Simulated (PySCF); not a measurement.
# Dipole response of Zr⁺ (zirconium, charge +1)

[Kr] 4d2 5s1, high-spin 4F determinant. All numbers are calculated (PySCF 2.14, a scalar-relativistic core potential, in aug-cc-pVTZ-PP with one added diffuse shell each of s, p, d, f, g type with ECP28MDF (7s7p6d4f3g, 113 functions)). Coupled (time-dependent) response in atomic units; α is the mean over directions.

```tsv
method	mean α (bohr³)	C₆ (like pair)	S(−4)
BP86	55.91	473.6	1898
```

S(−4) is the Cauchy moment in α(ω) = α(0) + S(−4) ω² + …

Spin-orbit coupling is absent.

α(iu) at BP86:

| u (hartree) | α(iu) (bohr³) |
| --- | --- |
| 0 | 55.91 |
| 0.0500 | 51.59 |
| 0.100 | 42.34 |
| 0.200 | 26.38 |
| 0.300 | 17.77 |
| 0.500 | 10.27 |
| 0.750 | 6.544 |
| 1.00 | 4.678 |
| 1.50 | 2.783 |
| 2.00 | 1.840 |
| 3.00 | 0.9589 |
| 5.00 | 0.3850 |

A single London oscillator, α(iu) = α/(1 + u²/ω²), gives C₆ = (3/4) ω α². Matching the computed C₆ needs ω = 4 × 473.6 / (3 × 55.91²) = 0.202 hartree.

For an ion, C₆ is the dispersion term alone; charge-induced terms of lower order in 1/R come first.

Energies and moments cover only the electrons outside the core potential.
